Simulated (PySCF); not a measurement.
## Deuteron quadrupole couplings in `Cn1cpc(C2CC2)c1C#N`

Compound: C₈H₉N₂P.
Structure used (GFN2-xTB), in Å, numbered top down from 1:
```xyz
20
C8H9N2P angstrom
C     -3.2052   -0.1489    0.2094
N     -1.8512   -0.3257   -0.2427
C     -1.4878   -1.0505   -1.3130
P      0.2096   -1.1022   -1.6073
C      0.4366   -0.0781   -0.1862
C      1.7318    0.3915    0.3163
C      2.8330    0.6857   -0.6688
C      2.9278   -0.5182    0.2033
C     -0.7801    0.2283    0.4039
C     -0.9600    1.0200    1.5422
N     -1.0998    1.6741    2.4769
H     -3.4389    0.9141    0.2991
H     -3.3450   -0.6126    1.1893
H     -3.8885   -0.6082   -0.5024
H     -2.2494   -1.5357   -1.8989
H      1.6658    1.0225    1.1958
H      3.4830    1.5238   -0.4696
H      2.6059    0.5372   -1.7149
H      3.6424   -0.5197    1.0119
H      2.7648   -1.4869   -0.2474
```

Level: PBE0/pcSseg-1 (PySCF, non-relativistic); Q(2H) = 0.00286 b; rigid geometry, the same for H and D, with no vibrational averaging.

Question: Rank these positions by the coupling χzz of a deuteron there, largest first.
A. H18 (methylene hydrogen)
B. H13 (methyl hydrogen)
C. H16 (methine hydrogen)
D. H17 (methylene hydrogen)
E. H14 (methyl hydrogen)

Answer: D (223 kHz), A (219 kHz), C (211 kHz), E (204 kHz), B (198 kHz).

Give the electric field gradient Vzz (the principal value of largest size), its asymmetry and the 2H coupling at each hydrogen.

```
atom  bonded to  bond length (Å)  Vzz (au)     η  χzz (kHz)
 H12         C1            1.092    0.2944  0.08        198
 H13         C1            1.093    0.2939  0.07        198
 H14         C1            1.088    0.3041  0.09        204
 H15         C3            1.076    0.3346  0.10        225
 H16         C6            1.084    0.3134  0.11        211
 H17         C7            1.079    0.3321  0.07        223
 H18         C7            1.081    0.3253  0.08        219
 H19         C8            1.079    0.3323  0.07        223
 H20         C8            1.081    0.3251  0.08        219
```

How does χzz go with the bond length over the 9 C–H bonds?

A straight-line fit has a slope of -18.0 kHz for each 0.01 Å, with a correlation coefficient of -0.99, over lengths from 1.076 to 1.093 Å. The longer bonds have the smaller couplings here.

A static deuteron (I = 1) shows a doublet split by (3/2)χ, (3/4)χ(1 + η) and (3/4)χ(1 − η) with the field along z, y and x of the gradient. What are these for H13?

With |χ| = 197.5 kHz and η = 0.073: 296, 159 and 137 kHz, to first order and without motion.

The structure is a single GFN2-xTB conformer in the gas phase; no vibrational or solvent corrections. GFN2-xTB bond lengths can be off by several hundredths of an ångström, more for odd bonds, and the gradients follow them. The basis is small and wasn't made for field gradients, so the couplings can be 20 % off.
